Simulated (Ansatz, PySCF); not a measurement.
Gas-phase reaction in SMILES: O=[Si](Cl)Cl + 2 [SiH4] (SiH4) → O=[SiH2] [oxosilane] + 2 [SiH3]Cl [chlorosilane]
Each molecule is optimised on its own at B3LYP-D3(BJ)/def2-TZVP (Ansatz, a first-principles code). Frequencies are from Ansatz or PySCF.

Property: bond separation energy (enthalpy at 298 K, with B3LYP-D3(BJ) rigid-rotor harmonic-oscillator terms), in eV. Correlated levels leave the core frozen unless marked. Spin-orbit coupling is left out. Non-relativistic unless marked X2C. CBS(X,Y): correlation extrapolated as X^-3; Hartree-Fock from the larger set. [CCSD(T)-MP2]/basis is that difference in the basis named.

```tsv
level	program	bond separation energy (eV)
revPBE/def2-TZVPD	Ansatz	0.26
B3LYP-D4/def2-TZVPD	Ansatz + dftd4	0.23
B3LYP/def2-TZVPD	Ansatz	0.19
wB97M-V/def2-TZVPD	Ansatz	0.21
```

Question: What does RI-MP2/CBS(aug-cc-pV(T+d)Z,aug-cc-pV(Q+d)Z)+[CCSD(T)-MP2]/aug-cc-pV(T+d)Z (Ansatz) give?

Answer: 0.18 eV, so wB97M-V/def2-TZVPD differs from it by 0.03 eV.
